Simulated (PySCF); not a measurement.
# Bromine: highly charged ions in a basis for the neutral atom

Br⁷⁺ [Ar] 3d10, Br⁸⁺ [Ar] 3d9. Computed with PySCF 2.14 in def2-SVP (5s4p3d, 32 functions), with no relativity, point nucleus. No spin-orbit coupling, so a gap to NIST mixes the basis error with missing relativistic terms.

Changed run: basis of the neutral atom used for a highly charged ion. This setting is unsound on purpose.

| species | method | sound run (hartree) | changed run (hartree) | converged |
| --- | --- | --- | --- | --- |
| Br⁷⁺ | UHF | not run | -2559.07390 | yes |
| Br⁷⁺ | M06-2X | not run | -2560.56803 | yes |
| Br⁷⁺ | r2SCAN | not run | -2560.46176 | yes |
| Br⁸⁺ | UHF | not run | -2551.99592 | yes |
| Br⁸⁺ | M06-2X | not run | -2553.42697 | yes |
| Br⁸⁺ | r2SCAN | not run | -2553.32793 | yes |

Ionisation energy of Br⁷⁺:

```csv
method,changed run (eV),NIST (eV)
UHF,192.60,192.61 ± 0.06
M06-2X,194.32,192.61 ± 0.06
r2SCAN,194.12,192.61 ± 0.06
```

The contracted functions were made for the neutral atom and can be too rigid for a highly charged ion.
